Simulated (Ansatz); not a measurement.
`[AlH2][c]1ccccc1` and `Bc1ccccc1` differ in one element.

Ansatz, PBE0-D4/def2-TZVP geometries, multiplicity 1. 

| property | `[AlH2][c]1ccccc1` |
| --- | --- |
| HOMO energy (ωB97M-V/def2-TZVPP) / eV | -9.48 |
| LUMO energy (B3LYP/def2-TZVPP) / eV | -1.84 |
| HOMO energy (B3LYP/def2-TZVPP) / eV | -7.17 |
| ideal-gas entropy at 298 K and 1 bar (rigid rotor, harmonic PBE0-D4/def2-TZVP) / J/(mol·K) | 339 |
| HOMO energy (PBE/def2-TZVPP) / eV | -6.45 |
| HOMO–LUMO gap (PBE/def2-TZVPP) / eV | 4.03 |

(1) What does the change do to each property? (Estimate.)

## Answers

(1) Ansatz gave: 
```json
{"property": "HOMO energy (ωB97M-V/def2-TZVPP) / eV", "`Bc1ccccc1`": "-9.64", "shift": "-0.16"}
{"property": "LUMO energy (B3LYP/def2-TZVPP) / eV", "`Bc1ccccc1`": "-2.18", "shift": "-0.34"}
{"property": "HOMO energy (B3LYP/def2-TZVPP) / eV", "`Bc1ccccc1`": "-7.35", "shift": "-0.18"}
{"property": "ideal-gas entropy at 298 K and 1 bar (rigid rotor, harmonic PBE0-D4/def2-TZVP) / J/(mol·K)", "`Bc1ccccc1`": "313", "shift": "-26"}
{"property": "HOMO energy (PBE/def2-TZVPP) / eV", "`Bc1ccccc1`": "-6.63", "shift": "-0.18"}
{"property": "HOMO–LUMO gap (PBE/def2-TZVPP) / eV", "`Bc1ccccc1`": "3.74", "shift": "-0.29"}
```

With PBE0 the HOMO falls by 0.17 eV and the LUMO falls by 0.36 eV, so the gap narrows by about 0.19 eV. PBE moves the HOMO by -0.18 eV and ωB97M-V by -0.16 eV.

Positive LUMOs are unbound, so they and the gaps depend on the basis.

B3LYP here is the variant with VWN-RPA as its local correlation; programs differ in this.
